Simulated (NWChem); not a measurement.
# CsBr; SMILES [Br][Cs]

```xyz
2

Cs     0.0000     0.0000    -1.2090
Br     0.0000     0.0000     1.8904
```
Atoms are numbered in this order, from 1.

Geometry: optimised at PBE0-D3(BJ)/def2-TZVP. def2 effective core potentials on Cs; no spin-orbit coupling.

### Question
List the 4 lowest vertical singlet excitations from PBE0/def2-TZVP with def2 effective core potentials on Cs, TDA (NWChem).

### Answer
```json
[
 {"state": "S1", "energy (eV)": "3.72", "oscillator strength": "0.009", "leading excitation (squared amplitude)": "HOMO → LUMO (0.98)"},
 {"state": "S2", "energy (eV)": "3.72", "oscillator strength": "0.009", "leading excitation (squared amplitude)": "HOMO−1 → LUMO (0.98)"},
 {"state": "S3", "energy (eV)": "3.90", "oscillator strength": "0.060", "leading excitation (squared amplitude)": "HOMO−2 → LUMO (0.97)"},
 {"state": "S4", "energy (eV)": "4.95", "oscillator strength": "0.012", "leading excitation (squared amplitude)": "HOMO → LUMO+1 (0.49)"}
]
```
